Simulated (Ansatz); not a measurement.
The lowest singlet and triplet of CH4Si (SMILES C=[SiH2]); geometries from B3LYP-D3(BJ)/def2-TZVP, each state relaxed from the structure named, with no frequency check.
Singlet (charge 0, multiplicity 1):
```csv
atom,x (Å),y (Å),z (Å)
C,-1.1507,-0.0547,-0.0063
Si,0.5483,0.0261,0.0030
H,-1.7706,0.8303,-0.0678
H,-1.6844,-0.9947,0.0488
H,1.4000,-1.1728,0.0864
H,1.2833,1.3004,-0.0716
```
Triplet (charge 0, multiplicity 3):
```xyz
6

C     -1.2142    -0.1070     0.1504
Si     0.5950     0.0878    -0.1527
H     -1.9714     0.1890    -0.5659
H     -1.6057    -0.5319     1.0709
H      1.3024    -1.2235    -0.1281
H      1.2305     0.9793     0.8581
```

A positive gap puts the triplet lower; no zero-point energy. U- takes an unrestricted singlet (broken symmetry where lower, unprojected). The triplet is unrestricted in single-reference levels. Active spaces average the two states.

Cores are frozen in the correlated methods.

Run with Ansatz (Gaussian basis) for Hartree–Fock, density functionals and correlated methods. Each number belongs to the level named beside it.

Question: What is the computed gap E(singlet) − E(triplet), adiabatic (U-CCSD(T)/cc-pV(T+d)Z (spin-contaminated))?

Answer: -36.6 kcal/mol

Doubts at one or more of the structures used: T1 above 0.05 (U-CCSD(T)/cc-pV(T+d)Z (spin-contaminated)).

Ansatz is an electronic-structure program.
